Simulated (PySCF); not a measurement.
BI3, SMILES [B-](I)(I)I, charge -1, multiplicity 2.

Geometry: r2SCAN-D4/def2-SVPD. The def2 effective core potentials stand for the cores of I; spin–orbit coupling is left out.

The numbers are results of B3LYP/def2-SVPD (PySCF), not measurements.

Computed frontier levels, dipole moment and polarisability:
```json
{
  "α spin, highest occupied and lowest empty level": "-0.49 and 2.59 eV",
  "β spin, highest occupied and lowest empty level": "-2.63 and 2.24 eV",
  "dipole_moment_about_the_centre_of_nuclear_charge": "0.54 D",
  "mean_static_polarisability": "156.8 bohr³ (23.24 Å³)",
  "polarisability_principal_values": "114.3, 178.1, 178.1 bohr³",
  "⟨S²⟩": "0.754 (pure state 0.75)"
}
```
